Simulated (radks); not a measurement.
The numbers below are computed, except where a source is named.
Problem. Ar2+, configuration [Ne] 3s2 3p3 5d1 (not the ground configuration). Code: a radial shooting solver on a logarithmic mesh with Libxc functionals. Model: scalar-relativistic Kohn-Sham, r2SCAN, spin-polarised, spherical densities, finite nucleus; open shells are filled with parallel spins first; meta-GGA in the generalised Kohn-Sham scheme; Fermi nuclear charge, rms radius 3.4274 fm. Some entries of the table are withheld. Estimate them.

orbital  occ.  eigenvalue (hartree)  r(max) (bohr)
1s up       1             -116.9320        0.05608
1s down     1             -116.8922        0.05607
2s up       1             -12.74246         0.3376
2s down     1             -12.72053         0.3380
2p up       3             -10.21102         0.2804
2p down     3             -10.16644         0.2811
3s up       1              -2.39417          1.132
3s down     1              -2.16082          1.134
3p up       3                   (1)          1.197
3p down     0                   (2)          1.203
5d up       1              -0.19601            (3)

Solution. 
(1) 3p up eigenvalue (hartree): -1.78613
(2) 3p down eigenvalue (hartree): -1.56575
(3) 5d up r(max) (bohr): 9.232
